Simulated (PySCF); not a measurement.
C2H6INSi, SMILES CN([Si]I)C (connectivity only; charge and spin as stated), neutral, multiplicity 1.

Geometry: PBE-D3(BJ)/def2-SVP. The def2 effective core potentials stand for the cores of I; spin–orbit coupling is left out. The values are those of a single conformer.

These are PBE-D3(BJ)/def2-SVP (PySCF 2.14.0) values and carry that method's errors.

Frequencies are harmonic and unscaled.

Q: List the normal modes with their intensities. (The exact figures need the calculation; the answer reports its results.)

A: 
```json
[
 {"mode": "1", "ν (cm⁻¹)": "89", "IR (km/mol)": "0.1", "moving atoms (share of kinetic energy)": "C 38 %, H 29 %, Si 27 %"},
 {"mode": "2", "ν (cm⁻¹)": "140", "IR (km/mol)": "1.5", "moving atoms (share of kinetic energy)": "C 36 %, I 25 %, Si 16 %, H 12 %, N 10 %"},
 {"mode": "3", "ν (cm⁻¹)": "180", "IR (km/mol)": "0.4", "moving atoms (share of kinetic energy)": "H 88 %"},
 {"mode": "4", "ν (cm⁻¹)": "232", "IR (km/mol)": "9.9", "moving atoms (share of kinetic energy)": "C 35 %, Si 18 %, H 17 %, I 16 %, N 14 %"},
 {"mode": "5", "ν (cm⁻¹)": "256", "IR (km/mol)": "0.9", "moving atoms (share of kinetic energy)": "H 84 %, N 11 %"},
 {"mode": "6", "ν (cm⁻¹)": "322", "IR (km/mol)": "6.0", "moving atoms (share of kinetic energy)": "N 51 %, H 41 %"},
 {"mode": "7", "ν (cm⁻¹)": "370", "IR (km/mol)": "22.4", "moving atoms (share of kinetic energy)": "Si 35 %, C 33 %, H 28 %"},
 {"mode": "8", "ν (cm⁻¹)": "401", "IR (km/mol)": "32.3", "moving atoms (share of kinetic energy)": "Si 51 %, C 23 %, H 14 %, N 9 %"},
 {"mode": "9", "ν (cm⁻¹)": "644", "IR (km/mol)": "30.2", "moving atoms (share of kinetic energy)": "C 36 %, Si 36 %, H 17 %, N 11 %"},
 {"mode": "10", "ν (cm⁻¹)": "971", "IR (km/mol)": "116.4", "moving atoms (share of kinetic energy)": "C 38 %, H 34 %, N 25 %"},
 {"mode": "11", "ν (cm⁻¹)": "1035", "IR (km/mol)": "3.5", "moving atoms (share of kinetic energy)": "H 72 %, C 25 %"},
 {"mode": "12", "ν (cm⁻¹)": "1059", "IR (km/mol)": "0.5", "moving atoms (share of kinetic energy)": "H 80 %, C 20 %"},
 {"mode": "13", "ν (cm⁻¹)": "1116", "IR (km/mol)": "2.8", "moving atoms (share of kinetic energy)": "H 68 %, C 20 %, N 12 %"},
 {"mode": "14", "ν (cm⁻¹)": "1177", "IR (km/mol)": "33.6", "moving atoms (share of kinetic energy)": "N 54 %, C 31 %, H 14 %"},
 {"mode": "15", "ν (cm⁻¹)": "1251", "IR (km/mol)": "14.1", "moving atoms (share of kinetic energy)": "N 40 %, H 36 %, C 23 %"},
 {"mode": "16", "ν (cm⁻¹)": "1368", "IR (km/mol)": "2.8", "moving atoms (share of kinetic energy)": "H 87 %, C 12 %"},
 {"mode": "17", "ν (cm⁻¹)": "1393", "IR (km/mol)": "4.7", "moving atoms (share of kinetic energy)": "H 84 %, C 16 %"},
 {"mode": "18", "ν (cm⁻¹)": "1394", "IR (km/mol)": "2.4", "moving atoms (share of kinetic energy)": "H 97 %"},
 {"mode": "19", "ν (cm⁻¹)": "1412", "IR (km/mol)": "13.5", "moving atoms (share of kinetic energy)": "H 97 %"},
 {"mode": "20", "ν (cm⁻¹)": "1413", "IR (km/mol)": "17.7", "moving atoms (share of kinetic energy)": "H 97 %"},
 {"mode": "21", "ν (cm⁻¹)": "1443", "IR (km/mol)": "5.2", "moving atoms (share of kinetic energy)": "H 94 %"},
 {"mode": "22", "ν (cm⁻¹)": "2927", "IR (km/mol)": "37.1", "moving atoms (share of kinetic energy)": "H 97 %"},
 {"mode": "23", "ν (cm⁻¹)": "2932", "IR (km/mol)": "90.2", "moving atoms (share of kinetic energy)": "H 97 %"},
 {"mode": "24", "ν (cm⁻¹)": "2997", "IR (km/mol)": "41.1", "moving atoms (share of kinetic energy)": "H 91 %, C 9 %"},
 {"mode": "25", "ν (cm⁻¹)": "3004", "IR (km/mol)": "3.7", "moving atoms (share of kinetic energy)": "H 90 %, C 10 %"},
 {"mode": "26", "ν (cm⁻¹)": "3037", "IR (km/mol)": "10.7", "moving atoms (share of kinetic energy)": "H 91 %, C 9 %"},
 {"mode": "27", "ν (cm⁻¹)": "3079", "IR (km/mol)": "1.3", "moving atoms (share of kinetic energy)": "H 91 %, C 9 %"}
]
```
